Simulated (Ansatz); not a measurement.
A run for Ansatz (a first-principles code): U-wB97X-V/def2-TZVPP on BrFH2Sn (SMILES [F][SnH2][Br]), a point of a bond scan (R = 1.530 Å). Elements past Kr take the def2 small-core potentials; no spin–orbit coupling.

Ansatz 0.2 input:
```yaml
crystal:
  periodic: [false, false, false]
  atoms:
    - {symbol: Sn, position_ang: [-0.82087301, -0.25418523, 0.04124020]}
    - {symbol: F, position_ang: [-1.53349458, 1.43640576, -0.55475012]}
    - {symbol: Br, position_ang: [1.64216243, 0.04607296, 0.07036013]}
    - {symbol: H, position_ang: [-1.20033010, -1.26488983, -1.04229913]}
    - {symbol: H, position_ang: [-1.38809149, -0.45375329, 1.63082898]}
basis:
  gaussian:
    orbitals: def2-TZVPP
hamiltonian:
  xc: {name: wB97X-V}
magnetization: {spin_polarized: true, initial_magnetization: 0}
```

Output:

```
WARN ansatz: RAYON_NUM_THREADS=1 ignored (pool sized by the plan → 1); use --threads N
Functional definition: wB97X-V
integrals: 0.11 GiB planned
1119 factors; their error is unknown
integrals: 0.14 GiB planned
203 factors; integrals over basis functions are off by at most 5.3e-5 eV
mean field: 1.39 GiB planned
mean field evaluation 1: about -78619.3310 eV, gradient 2.8e1 eV
mean field evaluation 2: about -78617.9083 eV, gradient 3.9e1 eV
mean field evaluation 4: about -78621.9601 eV, gradient 1.0e0 eV
mean field evaluation 8: about -78622.3026 eV, gradient 2.4e-1 eV
mean field evaluation 16: about -78622.3028 eV, gradient 5.5e-5 eV
mean field -78622.30275394 eV, -2889.3163340963 hartree, gradient 5.5e-5 eV, S^2 0.000000; 0 other end points of the search recorded, 0 dependent functions left out
reference -78622.30275201 eV, -2889.3163340253 hartree; 34, 34 occupied and 123, 123 virtual orbitals, 1119 factors
Total energy: -78622.30275201 eV, -2889.3163340253 hartree
```

Self-consistency was reached.

Cost: around 17 core-seconds (rough).
